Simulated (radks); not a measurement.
The numbers below are computed, except where a source is named.
Cs45+, 10 electrons, occupied as [Ne] (the NIST ground configuration). Level of theory: scalar-relativistic Kohn-Sham, r2SCAN, spin-polarised, spherical densities, finite nucleus; meta-GGA in the generalised Kohn-Sham scheme; Fermi nuclear charge, rms radius 4.8041 fm (a radial shooting solver on a logarithmic mesh with Libxc functionals).

Normalised radial functions P(r) = r R(r), r in bohr:

```
   r/bohr * 1s, o 2s, + 2p (the largest magnitude, 5.52, reaches the edge; | marks zero, & curves that meet)
 0.001624                             +  o   *
 0.002148                             +  o     *
 0.002865                             +   o      *
 0.003821                             +    o        *
 0.005097                             |+    o          *
 0.006798                             |+     o            *
 0.008995                             | +     o              *
    0.012                             | +     o                 *
    0.016                             |   +   o                  *
  0.02134                             |     &                   *
  0.02846                             |  o    +              *
  0.03796                           o |          +      *
  0.05023                     o       |           *+
    0.067                o            |     *        +
  0.08936              o              | *            +
   0.1192               o             |*          +
    0.159                   o         *       +
   0.2103                        o    *   +
   0.2805                            o*+
   0.3741                             &
```

1s: eigenvalue -38981 eV, 0 radial nodes, <r> = 0.0261 bohr, 90 % of the charge inside 0.0470 bohr. 2s: eigenvalue -8562.3 eV, 1 radial node at r = 0.0341 bohr, <r> = 0.110 bohr, 90 % of the charge inside 0.169 bohr. 2p: eigenvalue -8013.3 eV, 0 radial nodes, <r> = 0.0959 bohr, 90 % of the charge inside 0.155 bohr.
